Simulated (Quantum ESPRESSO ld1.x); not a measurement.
Results of a calculation; reference values are marked as such.
Q: The mean radii <r> (bohr) of the occupied orbitals of an atom or ion are listed with their occupations. Code: ld1.x of Quantum ESPRESSO 7.5. Model: scalar-relativistic Kohn-Sham, LDA (Slater exchange, Perdew-Wang correlation), spin-polarised, spherical densities, point nucleus.

orbital  occ.      <r>
1s          2  0.01867
2s          2  0.07899
2p          6  0.07059
3s          2   0.2050
3p          6   0.2050
3d         10   0.1857
4s          2   0.4590
4p          6   0.4880
4d         10   0.5234
5s          2    1.088
5p          6    1.260
4f         14   0.6341
6s          2    2.577

Name the element and its charge. Open shells, if any, are filled with parallel spins first.

A: Z = 73, tantalum, charge +3: Ta3+ in [Xe] 4f14 6s2. The 1s radius gives Z: for a bare nucleus <r> = (2 gamma + 1)/(2Z) with gamma = sqrt(1 - (Z/c)^2), 0.01844 bohr for Z = 73, and screening makes it slightly larger (0.01867 here). The occupations add up to 70, and the charge is Z minus that.
